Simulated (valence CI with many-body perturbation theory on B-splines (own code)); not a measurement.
Values are calculated unless marked as measured or tabulated.
Dy⁶⁰⁺: magnetic and hyperfine properties of the levels

Level of theory: configuration interaction combined with many-body perturbation theory (CI+MBPT): four valence electrons over a frozen Dirac-Fock core [He], radial functions for each j: 11 s, 11 p, 9 d, 7 f, 5 g, 2 h, 1 i, with the one-electron correlation potential Σ1, the two-electron term Σ2, the three-electron term Σ3, Breit, model QED; selected CI, second order for the rest (own B-spline code, finite nucleus).

No measured spectrum was set against this ion. As an estimate, large intervals hold to a few tenths of a per cent, small ones and those within an open d or f shell to about a per cent. Among the levels kept, up to 290 cm⁻¹ of a level comes from second order outside the variational space, and about a tenth of that is noise between levels of different J, which matters for small intervals.

A/g_I is the dipole constant over the nuclear g factor μ/I (μ in nuclear magnetons, uniformly magnetised nucleus), B/Q the quadrupole constant per barn. Both hold the static response of the core; the bare values leave it out. Large factors of s and p1/2 electrons are usually good to 5 to 10 %; those of open d and f shells near neutrality can be off by tens of per cent, and small factors of p3/2, d and f electrons come from cancelling terms and can be off by a factor of two or in sign, in half-filled shells by more. B is blank for J = 1/2, where it vanishes, and for nearly pure S terms. Energies count from the lowest level. Levels with J = 0 are left out.

Levels are named by their leading jj configuration (3d3/2^4 stands for four electrons in 3d with j = 3/2), which in mixed levels can hold well under half, so a name can repeat and another be missing. Letters in brackets count levels of one name in rising energy.

```csv
Level,E (Ry),g,A/g_I (MHz),A/g_I bare,B/Q (MHz/b),B/Q bare
(2s^2 2p1/2 2p3/2) J=1,61.20,1.475,-408000,-386000,567000,568000
(2s^2 2p1/2 2p3/2) J=2,62.50,1.146,1570000,1570000,1050000,1050000
(2s 2p1/2^2 2p3/2) J=2,79.69,1.515,3880000,3860000,1070000,1070000
(2s 2p1/2^2 2p3/2) J=1,85.30,1.107,-2740000,-2680000,661000,662000
(2s^2 2p3/2^2) J=2,125.05,1.296,589000,602000,79500,79600
(2s 2p1/2 2p3/2^2) J=2 [a],139.09,1.550,2800000,2790000,230000,230000
(2s 2p1/2 2p3/2^2) J=3,142.14,1.302,3470000,3450000,-3640,-3670
(2s 2p1/2 2p3/2^2) J=1 [a],147.36,1.300,-3020000,-2950000,-411000,-412000
(2s 2p1/2 2p3/2^2) J=2 [b],148.09,1.055,-198000,-167000,-158000,-158000
(2s 2p1/2 2p3/2^2) J=1 [b],148.36,1.311,8460000,8380000,222000,223000
(2p1/2^2 2p3/2^2) J=2,167.71,1.315,546000,572000,74800,74900
(2s 2p3/2^3) J=2,206.89,1.430,3950000,3920000,-1150000,-1150000
(2s 2p3/2^3) J=1,212.34,1.169,-2790000,-2720000,-471000,-472000
(2p1/2 2p3/2^3) J=1,229.85,1.475,-449000,-407000,-562000,-563000
(2p1/2 2p3/2^3) J=2,231.18,1.127,1560000,1570000,-1200000,-1200000
(2s^2 2p1/2 3s) J=1,585.94,1.310,4310000,4280000,-13400,-13400
(2s^2 2p1/2 3p1/2) J=1,591.19,0.641,2970000,2960000,-3280,-3280
(2s 2p1/2^2 3s) J=1,602.34,2.012,8710000,8620000,11200,11200
(2s 2p1/2^2 3p1/2) J=1,608.42,1.359,7540000,7460000,-5060,-5070
(2s^2 2p1/2 3p3/2) J=2,610.76,1.150,1270000,1270000,326000,326000
(2s^2 2p1/2 3p3/2) J=1,610.91,1.511,-677000,-668000,158000,158000
(2s^2 2p1/2 3d3/2) J=2,614.98,0.747,1220000,1220000,69600,70200
(2s^2 2p1/2 3d3/2) J=1,616.80,0.832,-938000,-933000,25900,26200
(2s^2 2p1/2 3d5/2) J=2,620.85,1.282,-659000,-656000,62400,62900
(2s^2 2p1/2 3d5/2) J=3,621.12,1.097,795000,792000,57700,58400
(2s 2p1/2^2 3p3/2) J=2,627.67,1.508,3540000,3510000,318000,319000
(2s 2p1/2^2 3p3/2) J=1,628.02,1.129,-3260000,-3210000,168000,169000
(2s 2p1/2^2 3d3/2) J=1,631.84,0.462,-3360000,-3320000,27700,28000
(2s 2p1/2^2 3d3/2) J=2,632.25,1.126,3450000,3410000,54200,54700
(2s 2p1/2^2 3d5/2) J=3,637.51,1.337,2350000,2330000,51100,51700
(2s 2p1/2^2 3d5/2) J=2,638.72,1.023,-2170000,-2150000,43000,43600
```

(1) Take the isotope of mass number 163, with I = 5/2, μ = 0.671 μN and Q = 2.65 b. What is the hyperfine structure of (2s^2 2p3/2^2) J=2?

Answers

(1) From the table A = 158000 MHz, B = 211000 MHz. Shifts from the centre of gravity in MHz: F = 1/2: -958000, F = 3/2: -816000, F = 5/2: -527000, F = 7/2: -10700, F = 9/2: 843000.
